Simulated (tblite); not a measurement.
Computed values, GFN2-xTB/tblite, gas phase, harmonic and unscaled. This tight-binding method is rough: wavenumbers can miss measured ones by several per cent, in bad cases by 10 to 20. Modes of hydrogen on silicon can be 10 to 20 % off. One conformer each. Thermal functions are those of the rigid rotor and harmonic oscillator, without mixing of conformers.

Question: Order these by their ideal-gas entropy at 500 K and 1 bar, highest first (cal/(mol K)).
A. `[Cl][Sn]([Cl])([Cl])[Cl]`
B. `CC(=S)c1cccs1`
C. `C1=CCP(C2CC2)C1`
D. `COC1=CO[Si@@H](CCl)[SiH2]1`
E. `N#C[C@H]([SiH3])[SiH2]N`

Answer: D (137.8), E (117.8), C (113.5), B (110.3), A (104.4).

```csv
SMILES,atoms,mass (u),symmetry number,modes under 300 cm⁻¹,ZPE (kcal/mol),S translation (cal/(mol K)),S rotation,S vibration,S,Cp
COC1=CO[Si@@H](CCl)[SiH2]1,18,179.98,1,9,75.3,44.1,32.4,61.4,137.8,62.0
N#C[C@H]([SiH3])[SiH2]N,14,116.02,1,7,57.3,42.8,29.9,45.2,117.8,49.2
C1=CCP(C2CC2)C1,19,126.06,1,5,99.0,43.0,30.1,40.3,113.5,54.7
CC(=S)c1cccs1,14,141.99,1,5,62.2,43.4,30.8,36.2,110.3,45.3
[Cl][Sn]([Cl])([Cl])[Cl],5,259.78,12,6,2.4,45.2,26.7,32.5,104.4,25.3
```

Entropies and Cp are for 500 K and 1 bar.
